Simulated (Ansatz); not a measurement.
Cost and result up the ladder for (H2B-mu-SH)2 (B2H6S2) (10 atoms). Total charge 0; singlet. Geometry: PBE-D4/def2-SVP.

```xyz
10

B     0.212   -0.266    1.262
H    -0.697    0.025    2.017
H     1.210   -0.767    1.743
S     0.573    1.360    0.196
B    -0.724    0.452   -0.990
H    -0.414    0.479   -2.165
H    -1.819    0.886   -0.681
S    -0.606   -1.348   -0.178
H     1.727    0.955   -0.413
H     0.539   -1.775   -0.790
```

Ansatz on 4 threads of Arm Neoverse V2 on a shared host. Times are rough, and most runs start from the orbitals of an earlier one. PBE0-D4/def2-TZVPD serves as the yardstick here, not as an exact answer. Differences are given only for rows in sets of like size (and for xTB, whose basis is part of the method), since another set adds its own error. Binding counts from free atoms at the same level (B doublet, H doublet, S triplet; other spins of the atoms weren't run), without zero-point energy or a counterpoise term.

LC-ωPBE has ω = 0.4 bohr⁻¹. HSE06 is defined as in plane-wave codes, on full-range PBE exchange.

| level | functions | wall time | binding energy per atom (eV) | difference from PBE0-D4/def2-TZVPD (eV) |
| --- | --- | --- | --- | --- |
| HF/STO-3G | 34 | 0.1 s | 3.54 | – |
| HF/6-31G | 56 | 0.2 s | 2.20 | – |
| PBE-D4/def2-SVP | 94 | 0.7 s | 3.41 | – |
| HF/def2-TZVP | 172 | 0.8 s | 2.48 | -0.87 |
| PBE-D4/def2-TZVP | 172 | 1.2 s | 3.40 | 0.04 |
| BLYP-D4/def2-TZVP | 172 | 1.2 s | 3.31 | -0.05 |
| LC-ωPBE/def2-TZVP | 172 | 1.6 s | 3.31 | -0.05 |
| HSE06-D4/def2-TZVP | 172 | 1.6 s | 3.36 | 0.00 |
| PBE-D4/def2-TZVPD | 220 | 2.1 s | 3.39 | 0.03 |
| PBE0-D4/def2-TZVP (with forces) | 172 | 2.4 s | 3.36 | 0.00 |
| PBE0-D4/def2-TZVPD | 220 | 2.6 s | 3.36 | 0.00 |
| r2SCAN-D4/def2-TZVP | 172 | 2.7 s | 3.37 | 0.01 |
| r2SCANh-D4/def2-TZVP | 172 | 3.1 s | 3.36 | 0.00 |
| r2SCAN-D4/def2-TZVPD | 220 | 3.9 s | 3.37 | 0.01 |
